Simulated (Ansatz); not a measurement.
trisilane (H8Si3), singlet, geometry from GFN2-xTB; REVPBE/cc-pVDZ (Ansatz, a first-principles code).

Ansatz was given this input:
Ansatz 0.2 input:
```yaml
crystal:
  periodic: [false, false, false]
  atoms:
    - {symbol: Si, position_ang: [1.84434748, 0.77811444, -0.03231500]}
    - {symbol: Si, position_ang: [0.16416537, -0.81270586, -0.09228709]}
    - {symbol: Si, position_ang: [-1.99843538, -0.01529745, 0.11893695]}
    - {symbol: H, position_ang: [3.19901703, 0.23312390, -0.14758428]}
    - {symbol: H, position_ang: [1.70184530, 1.75355602, -1.11706786]}
    - {symbol: H, position_ang: [1.81606434, 1.54371778, 1.21735150]}
    - {symbol: H, position_ang: [0.41379658, -1.82450880, 0.94977864]}
    - {symbol: H, position_ang: [0.27643206, -1.59248980, -1.33779706]}
    - {symbol: H, position_ang: [-2.32028977, 0.95246609, -0.93389650]}
    - {symbol: H, position_ang: [-2.19373438, 0.68155636, 1.39358787]}
    - {symbol: H, position_ang: [-3.03421581, -1.04897755, 0.05493974]}
basis:
  gaussian:
    orbitals: cc-pVDZ
hamiltonian:
  xc: revpbe
accuracy: high
```

Predict the main parts of the log of this Ansatz run.


```
Functional definition: revPBE
2282 factors; integrals over basis functions are off by at most 3.5e-9 eV
mean field evaluation 1: about -23756.1242 eV, gradient 1.7e1 eV
mean field evaluation 2: about -23757.2105 eV, gradient 7.7e0 eV
mean field evaluation 4: about -23757.4820 eV, gradient 5.6e-1 eV
mean field evaluation 8: about -23757.4751 eV, gradient 6.8e-3 eV
mean field evaluation 16: about -23757.4751 eV, gradient 3.9e-7 eV
mean field -23757.47511384 eV, -873.0711070387 hartree, gradient 5.9e-8 eV, S^2 0.000000; 0 other end points of the search recorded, 0 dependent functions left out
reference -23757.47511925 eV, -873.0711072373 hartree; 25, 25 occupied and 69, 69 virtual orbitals, 2282 factors
Total energy: -23757.47511925 eV, -873.0711072373 hartree
```
